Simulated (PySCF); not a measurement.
## 1-butylnaphthalene: 4 charge schemes on one density

Species: 1-butylnaphthalene, C14H16.
Geometry (PBE0-D3(BJ)/def2-SVP, Å), atoms numbered from 1 in this order:
```
atom  x, y, z in Å
C1    -4.5584   -0.9950   -0.9329
C2    -3.5701   -1.6329    0.0300
C3    -2.2798   -0.8403    0.1821
C4    -1.2947   -1.4717    1.1674
C5    -0.0116   -0.6994    1.3073
C6     0.1550    0.1738    2.3639
C7     1.3221    0.9541    2.5114
C8     2.3358    0.8594    1.5902
C9     2.2197   -0.0240    0.4868
C10    3.2575   -0.1410   -0.4739
C11    3.1418   -0.9985   -1.5419
C12    1.9765   -1.7818   -1.6939
C13    0.9535   -1.6906   -0.7784
C14    1.0350   -0.8140    0.3369
H15   -4.1241   -0.8916   -1.9403
H16   -5.4783   -1.5919   -1.0267
H17   -4.8487    0.0134   -0.5967
H18   -3.3285   -2.6564   -0.3087
H19   -4.0409   -1.7526    1.0220
H20   -2.5097    0.1859    0.5180
H21   -1.7954   -0.7270   -0.8034
H22   -1.0863   -2.5106    0.8611
H23   -1.7756   -1.5420    2.1565
H24   -0.6416    0.2605    3.1083
H25    1.4130    1.6322    3.3632
H26    3.2442    1.4584    1.6936
H27    4.1570    0.4672   -0.3466
H28    3.9495   -1.0778   -2.2733
H29    1.8888   -2.4651   -2.5420
H30    0.0625   -2.3062   -0.9121
```

Density: PBE0/pcSseg-1 (PySCF); schemes: Mulliken, IAO, Hirshfeld and ESP-fitted. The structure is a single PBE0-D3(BJ)/def2-SVP conformer in the gas phase; no vibrational or solvent corrections.

Question: What partial charge does each atom carry?

Answer: In e; atoms taken as equivalent share a row and are averaged (×n: the atom named and its like, n in all):

```csv
atom,environment,Mulliken,IAO,Hirshfeld,ESP-fitted
C1,methyl carbon,-0.264,-0.407,-0.114,-0.418
C2,chain CH2 carbon,-0.284,-0.241,-0.064,+0.190
C3,chain CH2 carbon,-0.232,-0.240,-0.066,+0.070
C4,benzylic-type carbon,-0.121,-0.254,-0.067,-0.356
C5,substituted aromatic carbon,-0.196,+0.013,+0.011,+0.110
C6,aromatic CH carbon,-0.048,-0.161,-0.055,-0.266
C7,aromatic CH carbon,-0.050,-0.150,-0.053,-0.095
C8,aromatic CH carbon,-0.036,-0.152,-0.053,-0.384
C9,ring-fusion aromatic carbon,-0.161,0.000,-0.003,+0.329
C10,aromatic CH carbon,-0.043,-0.146,-0.049,-0.364
C11,aromatic CH carbon,-0.067,-0.153,-0.052,-0.045
C12,aromatic CH carbon,-0.054,-0.151,-0.052,-0.211
C13,aromatic CH carbon,-0.104,-0.151,-0.049,-0.193
C14,ring-fusion aromatic carbon,+0.011,-0.012,-0.003,+0.009
H15/H16/H17,methyl hydrogen,+0.114,+0.135,+0.039,+0.098
H18/H19,methylene hydrogen,+0.115,+0.124,+0.034,-0.019
H20/H21,methylene hydrogen,+0.125,+0.127,+0.032,+0.012
H22/H23,methylene hydrogen,+0.128,+0.132,+0.038,+0.100
H24,aromatic hydrogen,+0.066,+0.143,+0.047,+0.170
H25,aromatic hydrogen,+0.093,+0.151,+0.050,+0.148
H26,aromatic hydrogen,+0.072,+0.146,+0.049,+0.190
H27,aromatic hydrogen,+0.076,+0.147,+0.049,+0.178
H28,aromatic hydrogen,+0.094,+0.151,+0.050,+0.128
H29,aromatic hydrogen,+0.090,+0.151,+0.050,+0.151
H30,aromatic hydrogen,+0.082,+0.144,+0.047,+0.180
```

Mean size of the charges over all atoms: ESP-fitted 0.158 e, IAO 0.148 e, Mulliken 0.111 e, Hirshfeld 0.045 e. Each set sums to the total charge, 0, to within 0.001 e. The IAO scheme projects the occupied orbitals on a minimal set of polarised atomic orbitals and counts the electrons in each atom's part of it.

Lowest charge. The schemes don't all agree: Mulliken C2 (-0.284); IAO C1 (-0.407); Hirshfeld C1 (-0.114); ESP-fitted C1 (-0.418).

Highest charge. The schemes don't all agree: Mulliken H22/H23 (+0.128); IAO H25, H28 and H29 (+0.151); Hirshfeld H25, H28 and H29 (+0.050); ESP-fitted C9 (+0.329).

Question: How closely do the schemes follow one another over all atoms?

Answer: Correlation coefficient and root-mean-square difference: IAO with Hirshfeld 0.99, 0.116 e; Mulliken with IAO 0.87, 0.083 e; Mulliken with Hirshfeld 0.83, 0.090 e; Hirshfeld with ESP-fitted 0.72, 0.163 e; IAO with ESP-fitted 0.69, 0.144 e; Mulliken with ESP-fitted 0.32, 0.196 e.

Question: Sum the charges by element.

Answer: 
```json
{"element": "C", "atoms": "14", "Mulliken": "-1.650", "IAO": "-2.204", "Hirshfeld": "-0.668", "ESP-fitted": "-1.625"}
{"element": "H", "atoms": "16", "Mulliken": "+1.650", "IAO": "+2.204", "Hirshfeld": "+0.667", "ESP-fitted": "+1.625"}
```
